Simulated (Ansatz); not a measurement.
Steps of a relaxation of CH$_{7}$BO$_{2}$Si, SMILES `CO[SiH2]BO` with RKS PBE0-D4/def2-TZVP.

```sh
$ ansatz run in.yaml --threads 4 --pin off --events-out ev --progress --plain --max-ram 10444MiB
```

```yaml
crystal:
  periodic: [false, false, false]
  atoms:
    - {symbol: C, position_ang: [-1.284462, 0.255284, 1.475431]}
    - {symbol: O, position_ang: [-0.574752, 0.177065, 0.254507]}
    - {symbol: Si, position_ang: [1.023544, -0.412710, 0.073325]}
    - {symbol: B, position_ang: [1.091706, -0.107134, -1.940563]}
    - {symbol: O, position_ang: [-0.067630, 0.419210, -2.399267]}
    - {symbol: H, position_ang: [-2.283472, 0.697816, 1.283000]}
    - {symbol: H, position_ang: [-0.760350, 0.897952, 2.220075]}
    - {symbol: H, position_ang: [-1.434778, -0.749792, 1.933020]}
    - {symbol: H, position_ang: [1.966366, 0.394542, 0.938439]}
    - {symbol: H, position_ang: [1.104588, -1.839310, 0.570948]}
    - {symbol: H, position_ang: [1.983106, -0.321279, -2.742514]}
    - {symbol: H, position_ang: [-0.686866, 0.533157, -1.632301]}
basis:
  gaussian: {orbitals: def2-TZVP}
hamiltonian: {xc: pbe0, dispersion: d4}
relax: {f_tol: 0.005, max_steps: 150}
```

Positions (Å) and forces (eV/Å) along the path, 10 of 10 steps:

```xyz
12
step=1 energy=-13793.3323 eV
C    -1.284    0.255    1.475   -0.162    0.000    0.385
O    -0.575    0.177    0.255    0.739   -0.337    0.303
Si    1.024   -0.413    0.073   -0.745    0.239    0.315
B     1.092   -0.107   -1.941    0.023    0.048   -0.345
O    -0.068    0.419   -2.399   -0.107   -0.082    0.746
H    -2.283    0.698    1.283    0.529   -0.223    0.037
H    -0.760    0.898    2.220   -0.224   -0.324   -0.440
H    -1.435   -0.750    1.933    0.114    0.499   -0.297
H     1.966    0.395    0.938   -0.226   -0.167   -0.200
H     1.105   -1.839    0.571   -0.041    0.324   -0.121
H     1.983   -0.321   -2.743   -0.336    0.079    0.315
H    -0.687    0.533   -1.632    0.437   -0.054   -0.700
12
step=2 energy=-13793.3914 eV
C    -1.274    0.249    1.488   -0.056    0.000    0.130
O    -0.580    0.177    0.264    0.583   -0.230    0.033
Si    1.001   -0.404    0.074   -0.631    0.222    0.133
B     1.092   -0.108   -1.934    0.046    0.002   -0.115
O    -0.053    0.417   -2.417   -0.089   -0.025    0.354
H    -2.263    0.685    1.302    0.152   -0.068    0.030
H    -0.745    0.885    2.215   -0.070   -0.101   -0.125
H    -1.412   -0.749    1.932    0.035    0.153   -0.081
H     1.932    0.398    0.930   -0.033   -0.043   -0.050
H     1.076   -1.817    0.565    0.008    0.066   -0.033
H     1.985   -0.327   -2.710   -0.097    0.022    0.092
H    -0.682    0.539   -1.675    0.151    0.002   -0.367
12
step=3 energy=-13793.4151 eV
C    -1.264    0.242    1.508   -0.019    0.006    0.001
O    -0.585    0.178    0.277    0.010   -0.004    0.008
Si    0.967   -0.392    0.077   -0.068    0.038   -0.050
B     1.092   -0.108   -1.929    0.025   -0.020    0.020
O    -0.031    0.415   -2.457    0.001   -0.010    0.079
H    -2.251    0.673    1.337   -0.030    0.011    0.005
H    -0.728    0.873    2.225    0.025    0.023    0.026
H    -1.390   -0.754    1.944    0.001   -0.040    0.016
H     1.905    0.403    0.924    0.041    0.013    0.013
H     1.051   -1.801    0.560    0.020   -0.040    0.003
H     2.000   -0.339   -2.674    0.026   -0.005   -0.021
H    -0.689    0.555   -1.757   -0.031    0.028   -0.102
12
step=4 energy=-13793.4199 eV
C    -1.265    0.239    1.530    0.017   -0.005   -0.015
O    -0.601    0.181    0.291   -0.036    0.021   -0.035
Si    0.948   -0.384    0.074    0.018   -0.015   -0.026
B     1.097   -0.112   -1.932   -0.012    0.026    0.032
O    -0.009    0.415   -2.494    0.017   -0.030    0.041
H    -2.256    0.667    1.373   -0.030    0.012    0.000
H    -0.723    0.869    2.242    0.017    0.021    0.031
H    -1.382   -0.759    1.964   -0.005   -0.035    0.022
H     1.897    0.405    0.914    0.023    0.015    0.005
H     1.044   -1.796    0.550    0.006   -0.028    0.003
H     2.020   -0.349   -2.656    0.023   -0.014   -0.012
H    -0.691    0.566   -1.823   -0.039    0.030   -0.047
12
step=5 energy=-13793.4194 eV rejected
C    -1.266    0.235    1.552    0.028   -0.010   -0.008
O    -0.615    0.186    0.305   -0.060    0.023    0.007
Si    0.931   -0.376    0.074    0.056    0.064   -0.007
B     1.102   -0.099   -1.927   -0.117   -0.138   -0.087
O     0.006    0.401   -2.539    0.063    0.066    0.139
H    -2.261    0.660    1.410    0.003   -0.003    0.000
H    -0.716    0.863    2.263   -0.005    0.000    0.003
H    -1.373   -0.768    1.982   -0.004    0.003    0.004
H     1.893    0.412    0.905   -0.012   -0.012    0.016
H     1.037   -1.793    0.540   -0.001    0.012   -0.018
H     2.037   -0.371   -2.627    0.003    0.049    0.012
H    -0.698    0.595   -1.902    0.045   -0.053   -0.061
12
step=6 energy=-13793.4216 eV
C    -1.264    0.237    1.540    0.005   -0.002   -0.004
O    -0.612    0.187    0.294   -0.003    0.003   -0.005
Si    0.937   -0.379    0.073    0.007   -0.004   -0.013
B     1.098   -0.111   -1.930   -0.011    0.008    0.014
O     0.002    0.413   -2.514    0.013   -0.013    0.020
H    -2.258    0.662    1.396   -0.009    0.003    0.002
H    -0.715    0.867    2.250    0.003    0.007    0.011
H    -1.371   -0.764    1.972   -0.003   -0.010    0.009
H     1.891    0.409    0.911    0.001    0.002   -0.001
H     1.035   -1.794    0.547   -0.001   -0.002    0.000
H     2.031   -0.357   -2.640    0.008   -0.003   -0.009
H    -0.696    0.576   -1.864   -0.010    0.010   -0.023
12
step=7 energy=-13793.4220 eV
C    -1.262    0.235    1.551   -0.002    0.001   -0.005
O    -0.621    0.190    0.298    0.000    0.000    0.007
Si    0.926   -0.375    0.071    0.004   -0.003    0.007
B     1.100   -0.112   -1.931   -0.015    0.007   -0.005
O     0.014    0.411   -2.534   -0.023    0.005    0.033
H    -2.260    0.656    1.417    0.002   -0.001    0.000
H    -0.710    0.865    2.258    0.001    0.000   -0.001
H    -1.363   -0.768    1.982    0.001    0.000   -0.001
H     1.884    0.412    0.908   -0.002   -0.001   -0.003
H     1.026   -1.790    0.543   -0.001    0.003   -0.002
H     2.041   -0.364   -2.629   -0.001    0.000    0.001
H    -0.698    0.585   -1.900    0.036   -0.010   -0.031
12
step=8 energy=-13793.4220 eV
C    -1.262    0.235    1.551   -0.003    0.001   -0.002
O    -0.621    0.190    0.298    0.002   -0.001    0.005
Si    0.926   -0.375    0.071    0.004   -0.002    0.007
B     1.100   -0.112   -1.931   -0.016    0.006   -0.004
O     0.014    0.412   -2.534   -0.023    0.004    0.032
H    -2.260    0.656    1.417    0.001   -0.001    0.000
H    -0.711    0.865    2.258    0.001    0.000   -0.001
H    -1.363   -0.768    1.982    0.001    0.000   -0.001
H     1.884    0.412    0.907   -0.001   -0.001   -0.002
H     1.027   -1.790    0.544   -0.001    0.003   -0.002
H     2.041   -0.365   -2.629    0.001    0.000    0.001
H    -0.697    0.585   -1.900    0.036   -0.009   -0.030
12
step=9 energy=-13793.4218 eV rejected
C    -1.262    0.234    1.553   -0.001    0.000   -0.003
O    -0.622    0.191    0.299    0.001   -0.001    0.011
Si    0.925   -0.375    0.071   -0.008    0.005    0.001
B     1.099   -0.111   -1.930   -0.003   -0.002   -0.015
O     0.015    0.411   -2.538    0.139   -0.032   -0.104
H    -2.261    0.655    1.421    0.003   -0.002    0.000
H    -0.710    0.865    2.260   -0.001   -0.001   -0.002
H    -1.361   -0.769    1.984    0.001    0.003   -0.002
H     1.883    0.413    0.907   -0.001   -0.003    0.000
H     1.025   -1.790    0.542    0.002    0.003   -0.001
H     2.042   -0.365   -2.626   -0.002    0.001    0.003
H    -0.696    0.587   -1.911   -0.129    0.029    0.113
12
step=10 energy=-13793.4221 eV
C    -1.262    0.235    1.552    0.000    0.000   -0.001
O    -0.620    0.191    0.299    0.000    0.001   -0.001
Si    0.926   -0.375    0.071    0.001    0.000    0.000
B     1.099   -0.112   -1.930    0.001   -0.001    0.002
O     0.014    0.412   -2.535   -0.001    0.001   -0.001
H    -2.261    0.654    1.417    0.000    0.000    0.001
H    -0.712    0.866    2.258    0.000    0.000    0.000
H    -1.361   -0.768    1.983    0.000    0.000    0.000
H     1.885    0.411    0.907    0.000   -0.001    0.001
H     1.026   -1.791    0.542    0.000    0.000    0.000
H     2.041   -0.364   -2.628    0.000    0.000   -0.001
H    -0.697    0.586   -1.902   -0.001    0.000   -0.001
```

It took 34 s on 4 threads of an Arm Neoverse V1 on a shared host, with 0.49 GiB of host memory at the peak.
